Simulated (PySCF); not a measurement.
Löwdin shares of the frontier orbitals

Species: C₅H₆Se.
Numbering: `[CH:1]#[C:2][C:3](=[CH2:4])[Se:5][CH3:6]` (hydrogens: H7 on C1; H8, H9 on C4; H10, H11, H12 on C6)

Method: PySCF, TDDFT CAM-B3LYP/def2-SVPD, vertical, gas phase, core orbitals frozen in the response. Geometry: PBE0-D3(BJ)/def2-SVP, one conformer, isolated molecule. Relativistic effects, spin–orbit coupling among them, are left out although an element past zinc is present. Torsions of this conformer, `[CH:1]#[C:2][C:3](=[CH2:4])[Se:5][CH3:6]`: C2–C3–Se5–C6 1°.

Frontier orbitals with the atoms that hold most of them (Löwdin shares over 4%, at most four atoms; ? is withheld):

```json
{"orbital": "HOMO-3", "ε (eV)": "-10.69", "atoms": "Se5 44%, C6 19%, C3 11%, C2 10%"}
{"orbital": "HOMO-2", "ε (eV)": "-9.43", "atoms": "C1 36%, C2 33%, Se5 17%, C3 6%"}
{"orbital": "HOMO-1", "ε (eV)": "-9.00", "atoms": "C1 28%, C2 25%, Se5 16%, C3 14%"}
{"orbital": "HOMO", "ε (eV)": "-7.29", "atoms": "?"}
{"orbital": "LUMO", "ε (eV)": "-0.04", "atoms": "?"}
{"orbital": "LUMO+1", "ε (eV)": "0.70", "atoms": "Se5 57%, C1 8%, C3 8%, C6 6%"}
{"orbital": "LUMO+2", "ε (eV)": "1.10", "atoms": "Se5 60%, C1 7%, C6 7%, C2 5%"}
```

(1) Which atoms hold the LUMO, and with what shares?

(2) Which atoms hold the HOMO, and with what shares?

(3) How does S1 compare with the orbital gap of 7.24 eV?

(4) Give energy, strength and leading configuration of S1, S2, S4 and S5, and follow the Löwdin shares of the leading atoms from the occupied to the empty orbital.

Results:

(1) C4 (bonded to C and 2 H) 26%; C3 (bonded to 2 C and Se) 22%; C1 (bonded to C and H) 16%; C2 (bonded to 2 C) 13%.

(2) Se5 (bonded to 2 C) 52%; C4 (bonded to C and 2 H) 17%; C3 (bonded to 2 C and Se) 13%; C6 (bonded to Se and 3 H) 8%. By element: selenium 52%, carbon 38% or more.

(3) S1 is at 4.49 eV (f = 0.0009), 2.75 eV below the gap, made of HOMO→LUMO+1 (86%). Its leading pair isn't HOMO and LUMO; the energies of that pair differ by 7.98 eV. 

(4) 
- S1 (4.49 eV, f 0.0009), HOMO→LUMO+1 (86%): Se5 52% → 57%, C4 17% → at most 7%, C1 at most 8% → 8%
- S2 (4.58 eV, f 0.124), HOMO→LUMO (97%): Se5 52% → at most 14%, C4 17% → 26%, C3 13% → 22%
- S4 (5.48 eV, f 0.0010), HOMO-2→LUMO (72%): C1 36% → 16%, C2 33% → 13%, C4 at most 6% → 26%, C3 6% → 22%
- S5 (5.73 eV, f 0.099), HOMO-1→LUMO (74%): C1 28% → 16%, C2 25% → 13%, C4 at most 14% → 26%, C3 14% → 22%
